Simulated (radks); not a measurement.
Task: The table gives one normalised radial function P(r) = r R(r) of Zr5+ in [Ar] 3d10 4s2 4p5 (r in bohr). Calculated with a radial shooting solver on a logarithmic mesh with Libxc functionals: non-relativistic Kohn-Sham, TPSS, spin-polarised, spherical densities, point nucleus; open shells are filled with parallel spins first (spin-orbit coupling, left out, can overturn this in heavy ions); meta-GGA in the generalised Kohn-Sham scheme; relativity is left out, which matters for an element this heavy.

r	P
0.00539	0.0073
0.007019	0.0120
0.00914	0.0196
0.0119	0.0314
0.0155	0.0495
0.02018	0.0764
0.02628	0.1144
0.03421	0.1649
0.04491	0.2275
0.05848	0.2891
0.07614	0.3310
0.09915	0.3213
0.1291	0.2245
0.1681	0.0245
0.2189	-0.2433
0.285	-0.4726
0.3712	-0.5149
0.4833	-0.2734
0.6293	0.2021
0.8195	0.7093
1.076	1.0014
1.401	0.9208
1.824	0.5929
2.375	0.2583
3.092	0.0716
4.026	0.0111
5.243	0.0008

Which n and l does it have? It may be an empty orbital.

Result: n = 4, l = 1: the number of nodes gives n - l - 1 = 2, the rise at small r (about r^(l+1)) gives l, and the extent must fit the shell. The curve is that of 4p up; the table hardly tells the two spins apart. 4p up: eigenvalue -89.763 eV, 2 radial nodes at r = 0.173, 0.568 bohr, <r> = 1.29 bohr, 90 % of the charge inside 1.87 bohr.
